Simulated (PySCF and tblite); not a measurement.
Results of a calculation; reference values are marked as such.
System: C₂H₄Cl₂O₂Si, numbered as in [O:1]=[CH:2][O:3][Si@@H:4]([Cl:5])[CH2:6][Cl:7].

For the shift of Si4 from O3 to O1: electronic barrier 14.37 kcal/mol, zero-point change 0.03 kcal/mol, thermal and entropy terms at 200 K a further 0.40 kcal/mol (symmetry numbers apart). The minimum is C1, the saddle C1. The path came from a restrained scan, a climbing-image band and a saddle search at GFN2-xTB; energies are PBE0/pcSseg-1 + D3(BJ)//B3LYP-D3(BJ)/def2-SVP, thermal terms GFN2-xTB. Rate constants are transition-state-theory values, counting equivalent paths, without tunnelling. Run with tblite and PySCF.

How many equivalent paths lead out of the minimum?

1: the symmetry number of the minimum is 1, that of the saddle displaced along its mode 1.

Work out the rate at 200 K.

ΔG‡ = 14.80 kcal/mol; k_B T/h = 4.2×10¹² s⁻¹; exp(−ΔG‡/RT) = 6.7×10⁻¹⁷; times 1 gives k = 0.00028 s⁻¹. Wigner's tunnelling factor for the 272i cm⁻¹ mode would be 1.16.
